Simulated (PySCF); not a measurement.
Computed shifts of a molecule C₄H₉B, PBE/pcSseg-1 (PySCF), GIAO, gas phase, atoms alike by connectivity averaged where their shifts nearly agree, in ppm (number of nuclei): ¹³C: 153.0 (1), 149.4 (1), 18.9 (1), 11.3 (1). ¹H: 7.20 (1), 7.05 (1), 6.84 (1), 1.23 (6). References: ¹¹B against BF3 (σ = 83.9 ppm); ¹³C against TMS (σ = 182.0 ppm); ¹H against TMS (σ = 31.49 ppm), references at their B3LYP-D3(BJ)/def2-TZVP geometries, non-relativistic. Geometry: B3LYP-D3(BJ)/def2-SVP. Other conformers were not sampled.

**Question.** Pick the molecule that these values belong to.
A) C=CBCC
B) C=CB(C)C
C) C=CCBC

**Answer.** B, C=CB(C)C
